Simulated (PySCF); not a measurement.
PySCF input file for Si(NMe2)(SH) (C2H7NSSi), SMILES CN(C)[Si]S (connectivity only; charge and spin as stated), neutral, multiplicity 1, SMD-B3LYP/def2-SVP. Coordinates come from a TPSSh-D3(BJ)/def2-SVP optimisation. The structure was generated by enumeration; whether it is a known compound was not checked. One conformer was computed; it need not be the lowest.

```python
import numpy as np
from pyscf import gto, scf, dft
from pyscf.solvent import smd

mol = gto.M(
    atom='''
    Si    1.07638760    0.29248634   -0.00000000
    N    -0.06575305   -1.01930497   -0.00000000
    C    -1.52035143   -0.99862826   -0.00000000
    C     0.48051237   -2.37305213    0.00000000
    H    -1.91823338   -1.51422037   -0.89307405
    H    -1.91823338   -1.51422037    0.89307405
    H    -1.89815035    0.03254163   -0.00000000
    H     0.15245725   -2.93409638    0.89411259
    H     0.15245725   -2.93409639   -0.89411258
    H     1.58102194   -2.33253298    0.00000000
    S    -0.32441756    1.97354465    0.00000000
    H     0.66924088    2.89031881   -0.00000000
    ''',
    basis='def2-SVP',
    charge=0,
    spin=0,
    max_memory=1600,
    verbose=3,
)
mf = dft.RKS(mol, xc='b3lyp').density_fit(auxbasis='def2-universal-jkfit')
mf.grids.level = 3
mf.conv_tol = 1e-9
mf.max_cycle = 100
mf.kernel()
res = {}
for name in ['water', 'tetrahydrofuran', 'dimethylsulfoxide']:
    s = mf.SMD()
    s.with_solvent.solvent, s.with_solvent.sasa_ng = name, 194
    s.kernel(mf.make_rdm1())
    res[name] = (s.e_tot, s.with_solvent.get_cds(), s.dip_moment(), s.mo_energy, s.converged)
    print(f'SMD {name}: dG(solv) = {(s.e_tot - mf.e_tot) * 627.509474:.3f} kcal/mol, of which CDS {res[name][1] * 627.509474:.3f}')
```

Program output:

```
converged SCF energy = -822.604251227587
converged SCF energy = -822.605454336764
Dipole moment(X, Y, Z, Debye): -0.65785, -2.25893, -0.00000
SMD water: dG(solv) = -0.755 kcal/mol, of which CDS 2.544
converged SCF energy = -822.610988165745
Dipole moment(X, Y, Z, Debye): -0.60955, -2.14450, -0.00000
SMD tetrahydrofuran: dG(solv) = -4.227 kcal/mol, of which CDS -1.544
converged SCF energy = -822.609758281578
Dipole moment(X, Y, Z, Debye): -0.65407, -2.25024, -0.00000
SMD dimethylsulfoxide: dG(solv) = -3.456 kcal/mol, of which CDS -0.204
```

The run converged.

Cost: roughly 120 core-seconds.
